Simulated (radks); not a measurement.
Task: The mean radii <r> (bohr) of the occupied orbitals of an atom or ion are listed with their occupations. Calculated with a radial shooting solver on a logarithmic mesh with Libxc functionals: scalar-relativistic Kohn-Sham, PBE, spin-polarised, spherical densities, finite nucleus; Fermi nuclear charge, rms radius of each element as measured or else 0.836 A^(1/3) + 0.57 fm.

| orbital | occ. | <r> |
|---|---|---|
| 1s | 2 | 0.04550 |
| 2s | 2 | 0.2027 |
| 2p | 6 | 0.1772 |
| 3s | 2 | 0.5972 |
| 3p | 6 | 0.6148 |
| 3d | 10 | 0.6607 |

Name the element and its charge. Open shells, if any, are filled with parallel spins first.

Result: Z = 33, arsenic, charge +5: As5+ in [Ar] 3d10. The 1s radius gives Z: for a bare nucleus <r> = (2 gamma + 1)/(2Z) with gamma = sqrt(1 - (Z/c)^2), 0.04456 bohr for Z = 33, and screening makes it slightly larger (0.04550 here). The occupations add up to 28, and the charge is Z minus that.
